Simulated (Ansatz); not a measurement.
Start from `[SiH3][O][Cd][O][SiH3]` and change one atom or group to get `[F][Cd][O][SiH3]`.

Ansatz, PBE0-D4/def2-TZVP geometries, multiplicity 1. Each molecule was computed in one conformer, which needn't be the lowest.

Elements past krypton have def2 core potentials.

```tsv
property	`[SiH3][O][Cd][O][SiH3]`
HOMO energy (B3LYP/def2-TZVPP) / eV	-8.01
HOMO energy (ωB97M-V/def2-TZVPP) / eV	-10.54
HOMO–LUMO gap (B3LYP/def2-TZVPP) / eV	5.68
LUMO energy (ωB97M-V/def2-TZVPP) / eV	-0.27
HOMO energy (PBE/def2-TZVPP) / eV	-6.79
size of the dipole moment (PBE/def2-TZVPP) / D	0.08
```

Task: Give the same properties after the change, and the shifts. (Best estimate.)

Result: Computed: 
| property | `[F][Cd][O][SiH3]` | shift |
| --- | --- | --- |
| HOMO energy (B3LYP/def2-TZVPP) / eV | -8.22 | -0.21 |
| HOMO energy (ωB97M-V/def2-TZVPP) / eV | -10.72 | -0.18 |
| HOMO–LUMO gap (B3LYP/def2-TZVPP) / eV | 5.68 | 0.00 |
| LUMO energy (ωB97M-V/def2-TZVPP) / eV | -0.38 | -0.11 |
| HOMO energy (PBE/def2-TZVPP) / eV | -6.98 | -0.19 |
| size of the dipole moment (PBE/def2-TZVPP) / D | 0.56 | 0.48 |

Dipoles are sizes alone; their direction can turn.

B3LYP here is the variant with VWN-RPA as its local correlation; programs differ in this.
